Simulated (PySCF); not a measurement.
# Orbital picture of ZnN

PBE0 at R = 1.955 Å; Zn 6-31G(d,p), N 6-31G(d,p); no relativity (PySCF 2.14). State: ⁴Σ⁻ (quartet), unpaired electrons σ ↑, π ↑↑. Only the outer orbitals are listed, counted within each symmetry.

```
spin  orbital  occ.  ε (eV)  on Zn (%)           main shells (%)
   α       9σ     1   -9.21         36           62 N p, 27 Zn s
   α       4π     1   -9.04          7                    92 N p
   α       4π     1   -9.04          7                    92 N p
   α      10σ     1   -5.68         84  64 Zn s, 19 Zn p, 16 N p
   α       5π     0   -0.46         98                   98 Zn p
   α       5π     0   -0.46         98                   98 Zn p
   α      11σ     0    1.18        105          94 Zn p, 10 Zn s
   β       9σ     1   -7.16         50           48 Zn s, 44 N p
   β      10σ     0   -2.36         69  47 Zn s, 31 N p, 20 Zn p
   β       4π     0   -2.32         32           68 N p, 31 Zn p
   β       4π     0   -2.32         32           68 N p, 31 Zn p
```

Problem. Which are the highest filled and the lowest empty level, where do they sit, and how wide is the gap?

Solution. Highest filled α 10σ at -5.68 eV (in %: 64 Zn s, 19 Zn p, 16 N p); lowest empty β 10σ at -2.36 eV (in %: 47 Zn s, 31 N p, 20 Zn p); the gap at PBE0 is 3.32 eV.

```
bond order (Mayer)                              : 0.92
⟨S²⟩                                            : 3.764
charge on Zn (Mulliken, basis-dependent)        : 0.29
charge on Zn (Löwdin, basis-dependent)          : 0.17
dipole moment (positive dipole means Zn(−)N(+)) : -1.30 D
polarisability along the bond                   : 57.2 bohr³
polarisability across the bond                  : 39.0 bohr³
```

Shares are Mulliken populations and can fall outside 0 to 100 %.

The state was picked by a PBE0 search and need not be the measured ground state.
